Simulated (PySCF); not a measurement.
# Calculated properties of `[N]#[Fe-](=[O])(=[O])=[O]` ([FeO3N]-)

Species: [FeO3N]- (charge -1 and singlet state).
Z-matrix (Å and degrees, PBE0-D3(BJ)/def2-SVP geometry), rows numbered from 1:
```
Fe
O   1  1.6026
O   1  1.6022  2  110.22
O   1  1.6027  2  110.09  3  -121.72
N   1  1.5212  2  108.83  3   119.11
```

PBE0-D3(BJ)/def2-SVP geometry optimisation, gas phase (PySCF):

```yaml
Point_group: C3v
Rotational_constants_A_B_C: 5.041, 5.037, 4.575 GHz
```

**CAM-B3LYP/def2-SVPD ground state and vertical TDDFT (core frozen in the response) (PySCF)**

```yaml
HOMO_energy: -4.10 eV
LUMO_energy: 1.82 eV
HOMO–LUMO_gap: 5.92 eV
Lowest_singlet_excitation: 1.05 eV (1179 nm, f = 0.000)
Strongest_line_among_the_15_lowest_singlet_transitions: S5/S6 at 2.17 eV (571 nm, f = 0.013 summed over these states)
Lowest_triplet_excitation_Tamm–Dancoff: 0.82 eV
Static_isotropic_polarisability: 58.2 au
Electronic_spatial_extent_⟨r²⟩_about_the_centre_of_nuclear_charge: 379 bohr²
```

Monoisotopic mass of the ion (most abundant isotopes, electron mass counted): 117.9233 u.

The rotational constants are those of an oblate symmetric top; the small spread among constants that symmetry makes equal is optimisation noise. With B = h/(8π²I), that is 505.379 GHz u Å² over I, the principal moments of inertia are 100.3, 100.3 and 110.5 u Å² (most abundant isotopes). In wavenumbers S1 is 8500 cm⁻¹ (1 eV = 8065.54 cm⁻¹). The vertical singlet–triplet gap S1 − T1 is 0.23 eV (TDDFT singlet less Tamm–Dancoff triplet). The polarisability is 8.62 Å³ as a volume (1 au = 0.148185 Å³), or 1.00 au for each of the 58 electrons. The principal polarisabilities are 57.6, 58.4 and 58.5 au; their mean is the isotropic value. S1 lies 4.87 eV below the HOMO–LUMO gap.

